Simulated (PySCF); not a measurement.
C2H4ClNSi, SMILES Cl[Si@@H]1CN=C1. Geometry optimised at PBE0-D3(BJ)/def2-SVP. The structure was generated by enumeration; whether it is a known compound was not checked.

The numbers are results of PBE0-D3(BJ)/def2-SVP run with PySCF, not measurements.

Harmonic wavenumbers (cm⁻¹): 104, 185, 344, 459, 612, 638, 719, 744, 824, 856, 916, 978, 1137, 1180, 1271, 1416, 1648, 2233, 3090, 3152, 3170. Rotational constants (GHz): 8.404, 1.913, 1.779; symmetry number 1.

Problem. Work out the zero-point energy and the ideal-gas rigid-rotor harmonic-oscillator thermochemistry at 298.15 K and 1 atm.

Solution. ZPE = ½ Σ hcν = ½ × 25676 cm⁻¹ = 36.71 kcal/mol. H − E(el) = 40.78 kcal/mol. Entropy in cal/(mol K): translation 39.88, rotation 26.82, vibration 9.72, total 76.42. G − E(el) = 18.00 kcal/mol. Cp = 21.02 cal/(mol K). Modes under 150 cm⁻¹ make the vibrational entropy uncertain.
